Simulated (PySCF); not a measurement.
# Reading the logs of faulty runs: Al2CH6N

All numbers below are calculated, not measured. They come from PySCF 2.14.0, an open-source quantum chemistry program, on an isolated molecule that a program drew, which may never have been made. The molecule is Al2CH6N (charge 0, doublet), drawn as the SMILES string `N[CH2][Al][AlH2]`.

Each row is a Hartree-Fock (HF) and frozen-core CCSD(T) single point in the cc-pV(D+d)Z basis, meant for a local HF minimum. Run 1 is clean. Each other run has one planted mistake out of seven kinds, and not every kind appears here: one electron removed, one electron added, multiplicity raised by two, geometry at a saddle point, minimal basis STO-3G, one bond length entered in bohr, all coordinates scaled. The reference is restricted for singlets and unrestricted otherwise, and also for a bond in bohr. Adding or removing an electron swaps singlet and doublet. Electrons count all cores. HOMO and LUMO are orbital energies over both spins, the gradient is its largest component, and the lowest frequency (negative if imaginary) is given only where the gradient is small. Bond lengths are over the 9 bonds as drawn. T1 is the CCSD diagnostic: over 0.02 (restricted) or 0.045 (unrestricted) a single reference is doubtful.

Geometry of the clean run:
```xyz
10
Al2CH6N, angstrom
N     0.5119   -1.9070    1.1694
C     0.7377   -1.7825   -0.2834
Al   -0.2815   -0.4042   -1.3283
Al   -2.0640    1.3589   -0.6117
H    -0.4583   -2.1012    1.3540
H     0.6996   -1.0299    1.6261
H     0.5588   -2.7662   -0.7367
H     1.8113   -1.6194   -0.4441
H    -1.6422    2.8591   -0.3015
H    -3.6156    1.0513   -0.7610
```

```
run  electrons  basis functions  <S^2>  HOMO (eV)  LUMO (eV)  gradient (hartree/bohr)  lowest frequency (cm^-1)  mean bond (Å)  longest bond (Å)      T1  HF (hartree)  CCSD(T) (hartree)                     mistake
  1         45              104  0.796      -7.00       0.57                  3.4e-05                        39         1.4975             2.608  0.0215    -579.58918         -580.08459                    no fault
  2         44              104  0.000     -13.70      -5.59                  2.7e-02                         -         1.4975             2.608  0.0263    -579.35794         -579.85033        one electron removed
  3         45              104  3.761      -6.13      -1.21                  2.3e-02                         -         1.4975             2.608  0.0509    -579.49611         -579.98976  multiplicity raised by two
  4         46              104  0.000      -0.53       5.47                  2.1e-02                         -         1.4975             2.608  0.0215    -579.58124         -580.11427          one electron added
  5         45              104  1.618      -6.72       0.38                  9.2e-03                         -         1.6545             3.003  0.0547    -579.49483         -579.98269                           ?
```

**Which mistake was planted in run 5, and what did it cost?**

The mean bond changes by a factor of 1.105 and the longest by 1.151, so the molecule wasn't scaled as a whole. A length L in bohr read as angstrom grows by (1/0.5292 - 1) L = 0.890 L. The 9 bonds together grew by 9 x 0.1570 = 1.413 Å, which gives L = 1.588 Å. That is the length of one of the Al-H bonds, 1.589 Å in the clean geometry. So the mistake is: one bond length entered in bohr. Subtracting run 1 and multiplying by 627.51 kcal/mol a hartree, the energy moved by 59.2 kcal/mol in HF and 63.9 kcal/mol in CCSD(T).

Cautions from the logs. Run 2: T1 is over the limit, so its CCSD(T) energy is less reliable; run 3: T1 is over the limit, so its CCSD(T) energy is less reliable; run 4: T1 is over the limit, so its CCSD(T) energy is less reliable; run 5: T1 is over the limit, so its CCSD(T) energy is less reliable.
